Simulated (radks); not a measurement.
Spherical quantum dot in the effective-mass picture: electrons in a hard-walled sphere of radius 4.53, with a point charge +1 (a donor) at the centre, all in effective atomic units (hartree* = m*/eps^2 hartree, bohr* = eps/m* bohr), one dielectric constant everywhere. Method: non-relativistic Kohn-Sham, LDA (Slater exchange, Perdew-Wang correlation), spin-polarised, spherical densities; computed with a radial shooting solver with Libxc functionals. Levels are named by radial order and angular momentum (1s, 1p, 1d, 2s, ...), and open shells are averaged over m. Results are scaled to m* = 0.026 and eps = 7.9, for which hartree* = 11.34 meV and bohr* = 16.08 nm.

N = 21, configuration 1s2 1p6 1d10 2s(up 1, down 0) 1f(up 2, down 0). This is the lowest configuration that the search found. Occupied and some empty levels:

| level | occupation | eigenvalue (meV) | <r> (nm) |
|---|---|---|---|
| 1s up | 1 | 65.038 | 47.11 |
| 1s down | 1 | 65.395 | 48.16 |
| 1p up | 3 | 66.651 | 51.12 |
| 1p down | 3 | 66.925 | 51.17 |
| 1d up | 5 | 69.132 | 52.85 |
| 1d down | 5 | 69.400 | 52.84 |
| 2s up | 1 | 71.416 | 26.42 |
| 1f up | 2 | 72.509 | 54.20 |
| 1f down | 0 | 72.777 | 54.18 |
| 2s down | 0 | 72.866 | 27.35 |
| 1g up | 0 | 76.722 | 55.32 |
| 1g down | 0 | 76.992 | 55.31 |
| 2p up | 0 | 79.158 | 36.39 |
| 2p down | 0 | 79.724 | 37.04 |
| 2d up | 0 | 85.369 | 41.01 |
| 2d down | 0 | 85.715 | 41.27 |

Energy (meV): total 746.609, kinetic 197.93, external -85.607, Hartree 719.89, exchange-correlation -85.602.
